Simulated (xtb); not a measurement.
ethylene (C₂H₄), singlet, from a rough starting geometry; GFN2-xTB in xtb.

xtb was given this input:
```
$ xtb mol.xyz --gfn 2 --opt vtight --json

# file mol.xyz
6

C      0.03225011    -0.01952285     0.68420374
C      0.03435117    -0.02419844    -0.73414260
H     -0.01617074     0.93132872     1.25239636
H     -0.02905382    -0.92595388     1.22013305
H      0.03562048     0.93405698    -1.23209795
H      0.03335033    -0.89193285    -1.26784565
```

It wrote (shortened):

```
   ID    Z sym.   atoms
    1    6 C      1, 2
    2    1 H      3-6

           -------------------------------------------------
          |                Calculation Setup                |
           -------------------------------------------------

           -------------------------------------------------
          |                 G F N 2 - x T B                 |
           -------------------------------------------------

          ...................................................
          :                      SETUP                      :
          :.................................................:
          :  # basis functions                  12          :
          :  # atomic orbitals                  12          :
          :  # shells                            8          :
          :  # electrons                        12          :
          :  max. iterations                   250          :
          :  Hamiltonian                  GFN2-xTB          :
          :  restarted?                      false          :
          :  GBSA solvation                  false          :
          :  PC potential                    false          :
          :  electronic temp.          300.0000000     K    :
          :  accuracy                    1.0000000          :
          :  -> integral cutoff          0.2500000E+02      :
          :  -> integral neglect         0.1000000E-07      :
          :  -> SCF convergence          0.1000000E-05 Eh   :
          :  -> wf. convergence          0.1000000E-03 e    :
          :  Broyden damping             0.4000000          :
          :  net charge                          0          :
          :  unpaired electrons                  0          :
          ...................................................

 iter      E             dE          RMSdq      gap      omega  full diag
   1     -6.3559159 -0.635592E+01  0.543E+00    4.61       0.0  T
   2     -6.3682793 -0.123634E-01  0.323E+00    4.59       1.0  T
   3     -6.3687292 -0.449937E-03  0.701E-01    4.57       1.0  T
   4     -6.3688602 -0.130955E-03  0.179E-01    4.56       1.0  T
   5     -6.3689833 -0.123082E-03  0.700E-02    4.56       1.0  T
   6     -6.3689862 -0.288158E-05  0.936E-03    4.56       4.4  T
   7     -6.3689864 -0.218219E-06  0.195E-03    4.56      21.0  T
   8     -6.3689864 -0.457619E-08  0.231E-04    4.56     176.9  T
   9     -6.3689864  0.175024E-10  0.135E-04    4.56     302.8  T

   *** convergence criteria satisfied after 9 iterations ***

         :::::::::::::::::::::::::::::::::::::::::::::::::::::
         ::                     SUMMARY                     ::
         :::::::::::::::::::::::::::::::::::::::::::::::::::::
         :: total energy              -6.257652967786 Eh    ::
         :: gradient norm              0.163486790831 Eh/a0 ::
         :: HOMO-LUMO gap              4.561868975431 eV    ::
         ::.................................................::
         :: SCC energy                -6.368986351587 Eh    ::
         :: -> isotropic ES            0.001547865444 Eh    ::
         :: -> anisotropic ES          0.001986263221 Eh    ::
         :: -> anisotropic XC          0.008184498573 Eh    ::
         :: -> dispersion             -0.001433718238 Eh    ::
         :: repulsion energy           0.111333383801 Eh    ::
         :: add. restraining           0.000000000000 Eh    ::
         :: total charge              -0.000000000000 e     ::
         :::::::::::::::::::::::::::::::::::::::::::::::::::::

      -----------------------------------------------------------
     |                   =====================                   |
     |                        A N C O P T                        |
     |                   =====================                   |
     |               Approximate Normal Coordinate               |
     |                Rational Function Optimizer                |
      -----------------------------------------------------------
      -----------------------------------------------------------
     |                   =====================                   |
     |                        A N C O P T                        |
     |                   =====================                   |
     |               Approximate Normal Coordinate               |
     |                Rational Function Optimizer                |
      -----------------------------------------------------------

          ...................................................
          :                      SETUP                      :
          :.................................................:
          :   optimization level         verytight          :
          :   max. optcycles                   200          :
          :   ANC micro-cycles                  20          :
          :   degrees of freedom                12          :
          :.................................................:
          :   RF solver                   davidson          :
          :   write xtbopt.log                true          :
          :   linear?                        false          :
          :   energy convergence         0.1000000E-06 Eh   :
          :   grad. convergence          0.2000000E-03 Eh/α :
          :   maxmium RF displ.          1.0000000          :
          :   Hlow (freq-cutoff)         0.1000000E-01      :
          :   Hmax (freq-cutoff)         5.0000000          :
          :   S6 in model hess.         20.0000000          :
          ...................................................

generating ANC from exact Hessian ...
Using Lindh-Hessian (1995)
 Shifting diagonal of input Hessian by    0.0000000000000000
 Lowest  eigenvalues of input Hessian
    0.000000    0.000000    0.000000    0.000000    0.000000    0.000000
    0.017488    0.027889    0.060950    0.067523    0.111070    0.169428
    0.229212    0.367486    0.796495    1.150627    1.451678    1.638269
[...]
 * total energy  :    -6.2576530 Eh     change       -0.3378009E-10 Eh
 * total energy  :    -6.2703609 Eh     change       -0.1270790E-01 Eh
 * total energy  :    -6.2700030 Eh     change        0.3578692E-03 Eh
 * total energy  :    -6.2712032 Eh     change       -0.1200165E-02 Eh
 * total energy  :    -6.2711919 Eh     change        0.1130468E-04 Eh
 * total energy  :    -6.2712572 Eh     change       -0.6528918E-04 Eh
 * total energy  :    -6.2712550 Eh     change        0.2193040E-05 Eh
 * total energy  :    -6.2712599 Eh     change       -0.4976600E-05 Eh
 * total energy  :    -6.2712603 Eh     change       -0.3522714E-06 Eh
 * total energy  :    -6.2712606 Eh     change       -0.2938667E-06 Eh
 * total energy  :    -6.2712606 Eh     change       -0.1419039E-07 Eh
   *** GEOMETRY OPTIMIZATION CONVERGED AFTER 11 ITERATIONS ***
[...]
          :  # electrons                        12          :
          :  max. iterations                   250          :
          :  Hamiltonian                  GFN2-xTB          :
          :  restarted?                      false          :
          :  GBSA solvation                  false          :
          :  PC potential                    false          :
          :  electronic temp.          300.0000000     K    :
          :  accuracy                    1.0000000          :
          :  -> integral cutoff          0.2500000E+02      :
          :  -> integral neglect         0.1000000E-07      :
          :  -> SCF convergence          0.1000000E-05 Eh   :
          :  -> wf. convergence          0.1000000E-03 e    :
          :  Broyden damping             0.4000000          :
          :  net charge                          0          :
          :  unpaired electrons                  0          :
          ...................................................

 iter      E             dE          RMSdq      gap      omega  full diag
   1     -6.3987959 -0.639880E+01  0.353E-06    5.68       0.0  T
   2     -6.3987959 -0.532907E-14  0.198E-06    5.68   20595.1  T
   3     -6.3987959  0.177636E-14  0.550E-07    5.68   74266.8  T

   *** convergence criteria satisfied after 3 iterations ***

         :::::::::::::::::::::::::::::::::::::::::::::::::::::
         ::                     SUMMARY                     ::
         :::::::::::::::::::::::::::::::::::::::::::::::::::::
         :: total energy              -6.271260595529 Eh    ::
         :: gradient norm              0.000051682597 Eh/a0 ::
         :: HOMO-LUMO gap              5.677618143078 eV    ::
         ::.................................................::
         :: SCC energy                -6.398795851293 Eh    ::
         :: -> isotropic ES            0.001281427912 Eh    ::
         :: -> anisotropic ES          0.001861307302 Eh    ::
         :: -> anisotropic XC          0.007605486399 Eh    ::
         :: -> dispersion             -0.001449540387 Eh    ::
         :: repulsion energy           0.127535255764 Eh    ::
         :: add. restraining           0.000000000000 Eh    ::
         :: total charge              -0.000000000000 e     ::
         :::::::::::::::::::::::::::::::::::::::::::::::::::::

           -------------------------------------------------
          |                Property Printout                |
           -------------------------------------------------

    * Orbital Energies and Occupations

         #    Occupation            Energy/Eh            Energy/eV
      -------------------------------------------------------------
         1        2.0000           -0.6096616             -16.5897
         2        2.0000           -0.5496421             -14.9565
         3        2.0000           -0.5062496             -13.7758
         4        2.0000           -0.4715597             -12.8318
         5        2.0000           -0.4313664             -11.7381
         6        2.0000           -0.4159541             -11.3187 (HOMO)
         7                         -0.2073054              -5.6411 (LUMO)
         8                          0.1416263               3.8538
         9                          0.1582820               4.3071
        10                          0.2037697               5.5449
        11                          0.4395722              11.9614
        12                          0.6056260              16.4799
      -------------------------------------------------------------
                  HL-Gap            0.2086486 Eh            5.6776 eV
             Fermi-level           -0.3116298 Eh           -8.4799 eV

     #   Z          covCN         q      C6AA      α(0)
     1   6 C        2.832    -0.077    29.911     8.962
     2   6 C        2.832    -0.077    29.911     8.962
     3   1 H        0.926     0.038     2.469     2.457
     4   1 H        0.926     0.038     2.469     2.457
     5   1 H        0.926     0.038     2.469     2.457
     6   1 H        0.926     0.038     2.469     2.457

 Mol. C6AA /au·bohr⁶  :        296.468615
 Mol. C8AA /au·bohr⁸  :       6505.484640
 Mol. α(0) /au        :         27.753312

Wiberg/Mayer (AO) data.
largest (>0.10) Wiberg bond orders for each atom

 ---------------------------------------------------------------------------
     #   Z sym  total        # sym  WBO       # sym  WBO       # sym  WBO
 ---------------------------------------------------------------------------
     1   6 C    3.993 --     2 C    2.037     4 H    0.977     3 H    0.977
     2   6 C    3.993 --     1 C    2.037     5 H    0.977     6 H    0.977
     3   1 H    0.999 --     1 C    0.977
     4   1 H    0.999 --     1 C    0.977
     5   1 H    0.999 --     2 C    0.977
     6   1 H    0.999 --     2 C    0.977
 ---------------------------------------------------------------------------

Topologies differ in total number of bonds
Writing topology from bond orders to xtbtopo.mol

molecular dipole:
                 x           y           z       tot (Debye)
 q only:        0.000      -0.000      -0.000
   full:        0.000      -0.000       0.000       0.000
molecular quadrupole (traceless):
                xx          xy          yy          xz          yz          zz
 q only:       -0.525       0.003       0.163      -0.018      -0.002       0.363
  q+dip:       -2.284       0.015       1.019      -0.072      -0.002       1.265
   full:       -1.226       0.008       0.608      -0.037       0.000       0.618

optimized geometry written to: xtbopt.xyz

           -------------------------------------------------
          | TOTAL ENERGY               -6.271260595529 Eh   |
          | GRADIENT NORM               0.000051682597 Eh/α |
          | HOMO-LUMO GAP               5.677618143078 eV   |
           -------------------------------------------------

normal termination of xtb
```
